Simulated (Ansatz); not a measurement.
Basis sets compared for Ge(tBu)Me3 (C₇H₁₈Ge). Charge 0, multiplicity 1. Geometry PBE-D4/def2-SVP. Ansatz on 4 threads of Arm Neoverse V2 on a shared host; times are rough, and most runs start from earlier orbitals.

```xyz
26

Ge    0.7670   -0.4402    0.2786
C    -0.8984    0.5160   -0.3259
C    -1.1954    1.6701    0.6455
C    -2.0720   -0.4772   -0.3333
C    -0.6724    1.0696   -1.7423
H    -2.1060    2.2276    0.3264
H    -1.3782    1.3062    1.6782
H    -0.3617    2.4024    0.6892
H    -2.2574   -0.9095    0.6727
H    -1.8977   -1.3197   -1.0348
H    -3.0126    0.0283   -0.6522
H    -0.4401    0.2648   -2.4714
H     0.1609    1.8024   -1.7730
H    -1.5851    1.5926   -2.1099
C     2.3354    0.7446    0.0877
H     3.2418    0.2491    0.4911
H     2.1824    1.6921    0.6423
H     2.5177    0.9869   -0.9783
C     1.0520   -2.0596   -0.8151
H     2.0146   -2.5404   -0.5455
H     1.0815   -1.8060   -1.8940
H     0.2385   -2.7941   -0.6487
C     0.5944   -0.9713    2.1728
H    -0.3048   -1.6015    2.3240
H     0.5126   -0.0796    2.8257
H     1.4831   -1.5536    2.4903
```

The 6-31G sets use Cartesian d functions.

Binding counts from free atoms (Ge triplet, C triplet, H doublet) in the same basis, without a counterpoise term.

```tsv
level	functions	energy (Eh)	HOMO (eV)	LUMO (eV)	binding per atom (eV)	wall time
HF/STO-3G	71	-2324.1626	-8.41	12.12	3.91	0.5 s
HF/6-31G	128	-2350.4943	-9.75	4.92	2.92	1.7 s
PBE-D4/def2-SVP	220	-2353.4448	-5.89	0.42	4.05	3.8 s
PBE0-D4/def2-SVP	220	-2353.5660	-7.09	1.24	4.02	6.5 s
```

(1) Estimate the rows for PBE-D4/def2-TZVP (with forces), PBE0-D4/def2-TZVP.

Answers

(1) 
```json
{"level": "PBE-D4/def2-TZVP (with forces)", "functions": "373", "energy (Eh)": "-2354.0102", "HOMO (eV)": "-5.98", "LUMO (eV)": "-0.09", "binding per atom (eV)": "4.02", "wall time": "9 s"}
{"level": "PBE0-D4/def2-TZVP", "functions": "373", "energy (Eh)": "-2354.1207", "HOMO (eV)": "-7.12", "LUMO (eV)": "0.69", "binding per atom (eV)": "3.99", "wall time": "14 s"}
```
